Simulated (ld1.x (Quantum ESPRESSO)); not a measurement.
**Transferability test, TM potential for arsenic (As)**

```json
{"Element": "As", "Generator": "ld1.x (Quantum ESPRESSO) 7.5", "Type": "norm-conserving Troullier–Martins (Kleinman–Bylander form)", "Functional": "LDA (PZ)", "Relativity": "scalar-relativistic", "Frozen core": "[Ar] 3d10", "Valence charge": "5", "Reference configuration": "4s2 4p3", "Partial waves": "4p (bound): rc 1.55 bohr; 4s (bound): rc 1.30 bohr", "Local potential": "the s channel", "Core correction": "none"}
```

Energies are relative to the spin-unpolarised reference configuration 4s2 4p3; without spin polarisation the order of configurations can differ from experiment. Spin-polarised rows fill each open shell by Hund’s rule, majority spin first.

(1) Give the all-electron excitation energy and the error of the potential for: 4s2 4p2; 4s2 4p1; 4s2 4p0; 4s2 4p2.5; 4s1 4p4; 4s0 4p5; 4s1 4p0; 4s2 4p3 (spin-polarised); 4s2 4p2 (spin-polarised).

Note: ghost state, extra bound levels that the all-electron valence spectrum of the same l lacks: p at -508.4 eV. A true bound ghost makes a file unfit for plane-wave use.

Answers

(1)

```csv
valence configuration,charge,ΔE all-electron (eV),error AE − PS (meV)
4s2 4p2,+1,9.325,+0.7
4s2 4p1,+2,27.488,+19
4s2 4p0,+3,55.528,+109
4s2 4p2.5,+0.5,3.637,-0.3
4s1 4p4,0,9.483,+6.0
4s0 4p5,0,19.206,+29
4s1 4p0,+4,106.641,+465
4s2 4p3 (spin-polarised),0,-1.324,+174
4s2 4p2 (spin-polarised),+1,8.597,+118
```
